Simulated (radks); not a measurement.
Results of a calculation; reference values are marked as such.
Spherical quantum dot in the effective-mass picture: electrons in a parabolic well V = omega^2 r^2 / 2 with omega = 2.39, with a point charge +1 (a donor) at the centre, all in effective atomic units (hartree* = m*/eps^2 hartree, bohr* = eps/m* bohr), one dielectric constant everywhere. Level of theory: non-relativistic Kohn-Sham, LDA (Slater exchange, Perdew-Wang correlation), spin-polarised, spherical densities (a radial shooting solver with Libxc functionals). Levels are named by radial order and angular momentum (1s, 1p, 1d, 2s, ...), and open shells are averaged over m. Results are scaled to m* = 0.059 and eps = 8.3, for which hartree* = 23.3 meV and bohr* = 7.444 nm.

N = 7, configuration 1s2 1p(up 3, down 2). This is the lowest configuration that the search found. Occupied and some empty levels:

level,occupation,eigenvalue (meV),<r> (nm)
1s up,1,188.09,5.529
1s down,1,189.45,5.520
1p up,3,240.55,7.797
1p down,2,242.00,7.810
2s up,0,282.39,8.342
2s down,0,283.37,8.359
1d up,0,288.70,9.287
1d down,0,289.98,9.307
1f up,0,337.64,10.49
1f down,0,338.71,10.51

Energy (meV): total 1085.59, kinetic 381.79, external 282.09, Hartree 532.18, exchange-correlation -110.46.
